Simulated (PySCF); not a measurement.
Work out the structure from these simulated measurements.

Formula: CH4O2Si.

| Item | Value |
| --- | --- |
| Polarisability | 46.1 au [PBE0/def2-SVPD] |
| UV, first state | lowest singlet excitation: 5.82 eV (213 nm, f = 0.001) [TDDFT PBE0/def2-SVPD] |
| 13C NMR | chemical shifts (computed TMS as zero) by class: 173.7 (1 C) ppm [GIAO CAM-B3LYP/pcSseg-2] |
| Rotational structure | rotational constants A, B, C: 15.359, 4.274, 3.485 GHz [PBE0-D3(BJ)/def2-SVP] |
| UV, strongest line | among the 10 lowest singlet transitions: S5 at 8.07 eV (154 nm, f = 0.127) [TDDFT PBE0/def2-SVPD] |
| XPS | Si2p3/2 108.1, C1s 295.3, O1s 538.4, O1s 539.5, Si1s 1848.0 eV [ΔSCF SCAN, pcX-2 on the ionised atom, pcseg-1 elsewhere, spin-free X2C, 2p3/2 from a spin–orbit splitting computed afterwards within the 2p shell] |
| Dipole | 1.63 D [PBE0/def2-SVPD] |

Gas-phase values; electronic properties from PySCF, density fitting. Levels stand in brackets. One conformer (not necessarily the lowest) at the PBE0-D3(BJ)/def2-SVP geometry, without solvent, vibrations or thermal averaging. Each NMR value is the plain mean over a class of atoms that symmetry, rotation or inversion makes alike.

Question: Give a SMILES that accounts for the data.

Answer: Numbering: `[O:1]=[CH:2][O:3][SiH3:4]`. Its formula, CH4O2Si, gives 1 degree of unsaturation: 0 rings and 1 π bond in the structure found. The one carbon: carbonyl carbon [C2] (173.7 ppm). The core levels belong to: Si2p3/2 108.1 eV, oxygen-bound silicon [Si4]; C1s 295.3 eV, carbonyl carbon [C2]; O1s 538.4 eV, carbonyl oxygen [O1]; O1s 539.5 eV, oxygen singly bound to a carbonyl carbon [O3]; Si1s 1848.0 eV, oxygen-bound silicon [Si4]. S1 is mainly HOMO→LUMO (weight 0.99); the largest Löwdin shares of the orbital it empties are 0.68 on the carbonyl oxygen, 0.12 on the carbonyl carbon, 0.10 on the oxygen singly bound to a carbonyl carbon and 0.06 on the formyl hydrogen, of the orbital it fills 0.41 on the carbonyl carbon, 0.30 on the carbonyl oxygen, 0.16 on the oxygen singly bound to a carbonyl carbon and 0.07 on the formyl hydrogen. The optimised geometry has point group Cs and is an asymmetric top. Structure: `[SiH3]OC=O`. The assignments are read from this structure; whether some other isomer fits the data as well wasn't checked.

Shape of the structure used: `[O:1]=[CH:2][O:3][SiH3:4]`: O1–C2–O3–Si4 0°.
